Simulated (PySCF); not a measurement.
Compound: C5HNO.
Bonds: C1–C2 (triple), C2–C3, C3–C4 (double), C4–O5 (double), C3–C6, C6–N7 (triple). Hydrogens: H8 on C1.

Computed, not measured: EOM-IP-CCSD/aug-cc-pVDZ in PySCF, restricted Hartree–Fock reference, 7 core orbitals frozen, non-relativistic, gas phase, PBE0-D3(BJ)/def2-SVP geometry.

Hartree–Fock orbital energies give these Koopmans values (eV): HOMO 9.89, HOMO-1 11.86, HOMO-2 12.75, HOMO-3 13.38, HOMO-4 15.07, HOMO-5 15.73, HOMO-6 17.94, HOMO-7 19.33.

Q: What vertical ionisation energies does EOM-IP-CCSD give?

A: 
| leading hole (HF orbital) | Koopmans (eV) | EOM-IP-CCSD (eV) | change (eV) | one-hole share |
| --- | --- | --- | --- | --- |
| HOMO | 9.89 | 9.55 | -0.34 | 0.96 |
| HOMO-1 | 11.86 | 11.64 | -0.22 | 0.96 |
| HOMO-2 | 12.75 | 12.25 | -0.50 | 0.94 |
| HOMO-3 | 13.38 | 13.07 | -0.31 | 0.95 |
| HOMO-5 | 15.73 | 13.24 | -2.49 | 0.92 |
| HOMO-4 | 15.07 | 14.02 | -1.05 | 0.92 |
| HOMO-6 | 17.94 | 16.42 | -1.52 | 0.92 |
| HOMO-7 | 19.33 | 16.94 | -2.39 | 0.87 |

Q: Does the order of the lines follow the orbital energies?

A: No: the HOMO-5 hole (13.24 eV) falls below the HOMO-4 hole (14.02 eV). The corrections run from -2.49 to -0.22 eV, with a mean of -1.10 eV over the 8 lines; no line lies above its Koopmans value. Koopmans values leave out both the relaxation of the orbitals and the change in correlation energy.

Q: At what kinetic energies would He I light (21.22 eV) eject these electrons?

A: 11.67 eV (HOMO), 9.58 eV (HOMO-1), 8.97 eV (HOMO-2), 8.15 eV (HOMO-3), 7.98 eV (HOMO-5), 7.20 eV (HOMO-4), 4.80 eV (HOMO-6), 4.28 eV (HOMO-7).

One root was sought for each valence orbital with −ε under 21 eV, eight at most, so deeper holes and satellites are missing; no vibrational structure.
